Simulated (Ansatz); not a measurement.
Consider the hydrogenolysis of a Ge–Br bond: `[CH3][Ge]([F])([F])[Br]` + H₂ → `[CH3][GeH]([F])[F]` + HBr.

Isolated molecules relaxed with PBE0-D4/def2-TZVP in Ansatz; ΔE leaves out vibrations. CCSD(T)/CBS adds triple-zeta CCSD(T) − MP2 to the extrapolated MP2 energy (def2 sets, frozen cores). This one scheme is used for every species. DFT in def2-TZVPP. For Br, Ge outer-core shells are correlated without core-valence functions, which leaves a few kJ/mol of doubt a bond. Scalar relativity is left out up to krypton.

```
             level  ΔE (kJ/mol)
          BHLYP-D4         66.5
RPA@PBE/def2-TZVPP         58.9
```

Task: What does CCSD(T)/CBS give? (Estimate.)

Result: Ansatz gave: +65.4 kJ/mol. The listed levels differ from it by 1.1, -6.5 kJ/mol.

Largest T1 diagnostic among the species: 0.012.

At CCSD(T), def2-SVP lies −13.8 kJ/mol from the extrapolated value and def2-TZVPP −1.9 kJ/mol. The D4 term adds +9.5 kJ/mol with B3LYP and +5.1 kJ/mol with PBE0; it sums over pairs of atoms, weighted by their polarisabilities, and B3LYP, whose exchange is more repulsive, gets the larger term. Leaving LDA and LC-ωPBE aside and taking each functional with its dispersion term where it has one, the values, not all of them listed here, spread over 12.6 kJ/mol, from CAM-B3LYP-D4 to revPBE-D4. LDA lies −3.1 kJ/mol from PBE without D4.

B3LYP here is the variant with VWN-RPA as its local correlation; programs differ in this.
